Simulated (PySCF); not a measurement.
## Structure revision by computed shifts

A compound C$_{8}$H$_{9}$N gives the data below (simulated from a calculation) and was assigned the structure `C=C(C)c1ccncc1`.

¹³C{¹H} NMR (computed): δ 161.1 (C), 154.6 (CH), 153.5 (C), 140.6 (CH), 126.6 (CH), 122.5 (CH), 119.7 (CH2), 23.7 (CH3).

¹H NMR (300 MHz, computed): δ 8.71 (d, 1H), 7.90 (d, 1H), 7.66 (m, 1H), 7.05 (m, 1H), 6.19 (br s, 1H), 5.72 (br s, 1H), 2.29 (s, 3H).

[PySCF 2.14: geometry from PBE0-D3(BJ)/def2-SVP; shielding tensors at PBE0/pcSseg-1 (GIAO); relativity neglected; single conformer; averaged over atoms made equivalent by symmetry, fast rotation or ring inversion; no solvent]

Scale: ¹H (σref 31.27) and ¹³C (σref 184.41) vs TMS (reference shieldings calculated alike).

**Question.** Compare with the shifts computed for the proposed structure, pairing carbons in order of shift.

**Answer.** Mapped SMILES: `[CH2:1]=[C:2]([CH3:3])[c:4]1[cH:5][cH:6][n:7][cH:8][cH:9]1`. Hydrogens are named by the atom that carries them.

```
atom  computed for proposal  given list  difference
  C6                  156.0       161.1        -5.1
  C8                  156.0       154.6        +1.4
  C4                  151.3       153.5        -2.2
  C2                  150.0       140.6        +9.4
  C5                  123.8       126.6        -2.8
  C9                  123.8       122.5        +1.3
  C1                  123.2       119.7        +3.5
  C3                   22.9        23.7        -0.8
```

The rms difference is 4.2 ppm and the largest +9.4 ppm at C2 (fully substituted alkene carbon). The proposal also would give 6 carbon signals, not 8. The carbon types in order of shift don't match either: CH, CH, C, C, CH, CH, CH2, CH3 for the proposal against C, CH, C, CH, CH, CH, CH2, CH3 in the data. The proposal doesn't fit.

**Question.** Which isomer fits?

**Answer.** SMILES C=C(C)c1ccccn1.

Carbon types of the structure: 2 × C, 4 × CH, 1 × CH2, 1 × CH3, which accounts for all hydrogens. δC 154.6: aromatic CH next to a ring nitrogen; the adjacent pyridine-type nitrogen withdraws density from it. δC 153.5: fully substituted alkene carbon; as expected for a trigonal carbon in a double bond. δC 119.7: terminal =CH2 carbon; as expected for a trigonal carbon in a double bond. δH 8.71: hydrogen on an aromatic CH next to a ring nitrogen; ring current plus the neighbouring ring nitrogen.

Other isomers checked: c1ccc(N2CC2)cc1 (rms 34.6 ppm).

This is the structure that produced the data.

Shifts are as computed. Against solution values, carbons near 30 ppm lie about +2 ppm off and those near 130 ppm about +5 ppm. Of 1211 compounds with measured shifts, 218 miss one by over three times the rms of a fit or turn the order of signals round; such compounds aren't used in these exercises. No couplings were computed; multiplicities are counted from neighbouring protons, with m where these are inequivalent, close in shift, in a saturated or five-membered ring or joined by F or P, and br s for small geminal =CH2 splittings.
